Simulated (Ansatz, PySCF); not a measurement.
C4H2F2O2, SMILES O=C1COC(F)=C1F. Atoms are numbered in the order given.

```xyz
10

O     -0.3122    -2.3975     0.0000
C      0.0438    -1.2417     0.0000
C      1.5038    -0.7492     0.0000
O      1.4468     0.6965     0.0000
C      0.1609     1.0251     0.0000
F     -0.0787     2.3046     0.0000
C     -0.7251    -0.0054     0.0000
F     -2.0475     0.0943     0.0000
H      2.0444    -1.0794     0.8989
H      2.0444    -1.0794    -0.8989
```
Charge 0, spin multiplicity 1.

Geometry optimised at B3LYP-D3(BJ)/def2-SVP. This is a generated structure with no PubChem entry under its InChIKey; it may be hypothetical. One conformer was computed; it need not be the lowest.

Two levels are set side by side: PBE-D3(BJ)/def2-SVP (Ansatz, an electronic-structure program) and B3LYP-D3(BJ)/def2-SVP (Ansatz). Each level has its own optimised geometry; the coordinates shown are those of the second. Frequencies come from the Hessian of PySCF at each geometry. Differences are taken from unrounded values.

```
quantity                            B3LYP-D3(BJ)  PBE-D3(BJ)  PBE-D3(BJ) minus B3LYP-D3(BJ)
----------------------------------  ------------  ----------  -----------------------------
mean bond length (Å)                       1.317       1.324                          0.007
bond O1–C2 (Å)                             1.209       1.221                          0.012
bond C2–C3 (Å)                             1.541       1.546                          0.005
bond C2–C7 (Å)                             1.456       1.458                          0.002
bond C3–O4 (Å)                             1.447       1.453                          0.006
bond O4–C5 (Å)                             1.327       1.334                          0.007
bond C5–F6 (Å)                             1.302       1.310                          0.008
bond C5–C7 (Å)                             1.359       1.372                          0.013
bond C7–F8 (Å)                             1.326       1.331                          0.005
bond C3–H9 (Å)                             1.100       1.108                          0.008
bond C3–H10 (Å)                            1.100       1.108                          0.008
highest harmonic wavenumber (cm⁻¹)          3153        3086                            -67
mean harmonic wavenumber (cm⁻¹)             1076        1043                            -33
zero-point energy (kcal/mol)               36.93       35.79                          -1.14
```

Exact exchange shortens and stiffens bonds; PBE has none. Differences between two approximate levels are no errors against the true value.
